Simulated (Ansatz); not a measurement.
Abridged output of a molecular run in Ansatz:

```
Functional definition: HF
876 factors; integrals over basis functions are off by at most 1.3e-3 eV
mean field evaluation 1: about -15622.3994 eV, gradient 2.9e1 eV
mean field evaluation 2: about -15622.5002 eV, gradient 2.9e1 eV
mean field evaluation 4: about -15624.8908 eV, gradient 4.7e0 eV
mean field evaluation 8: about -15624.9776 eV, gradient 3.2e-1 eV
mean field -15624.97938634 eV, -574.2074014567 hartree, gradient 3.6e-6 eV, S^2 0.000000; 0 other end points of the search recorded, 0 dependent functions left out; unrestricted orbitals would lower it
9 core orbitals not correlated: weight in the atoms' cores, before any rotation towards them, 1.000 or more for the frozen orbitals, at most 0.000 for the correlated occupied ones
reference -15624.97938634 eV, -574.2074014567 hartree; 13, 13 occupied and 67, 67 virtual orbitals, 876 factors
second order -17.82951448 eV of doubles, -0.00000000 eV of singles
cycle   1  -18.02510596 eV  change   -2.0e-1 eV  update   1.4e-1
cycle   2  -18.65004078 eV  change   -6.2e-1 eV  update   4.6e-2
cycle   3  -18.84388003 eV  change   -1.9e-1 eV  update   2.6e-2
cycle   4  -18.83457101 eV  change    9.3e-3 eV  update   7.2e-3
cycle   5  -18.83254219 eV  change    2.0e-3 eV  update   3.0e-3
cycle   6  -18.83363370 eV  change   -1.1e-3 eV  update   1.1e-3
cycle   7  -18.83324724 eV  change    3.9e-4 eV  update   3.9e-4
cycle   8  -18.83317427 eV  change    7.3e-5 eV  update   1.6e-4
cycle   9  -18.83324490 eV  change   -7.1e-5 eV  update   7.3e-5
cycle  10  -18.83323580 eV  change    9.1e-6 eV  update   3.4e-5
cycle  11  -18.83323055 eV  change    5.3e-6 eV  update   2.1e-5
perturbative correction -0.76087692 eV, -0.0279617111 hartree
Total energy: -15644.57349381 eV, -574.9274716247 hartree
```

Its atoms:

Cartesian coordinates in Å:
```
B 0.9423 -0.1148 -1.0773
C -0.1330 -0.1489 0.0167
O -0.5958 -0.8548 -0.8912
C -0.7337 0.2034 1.2872
S -2.0458 1.1287 1.3524
H 0.9047 0.7920 -1.8494
H 1.8323 -0.9060 -1.0118
H -0.1711 -0.0998 2.1733
```

(1) Which basis set was used?
A. def2-SVP
B. cc-pV(T+d)Z
C. def2-TZVPPD
D. def2-TZVPP

(2) Write the keys of the input that set method, charge and spin (a neutral closed shell needs none for the last two).

Answers

(1) A. It gives 89 functions.

(2) 
```yaml
correlation: {method: ccsd_t}
```
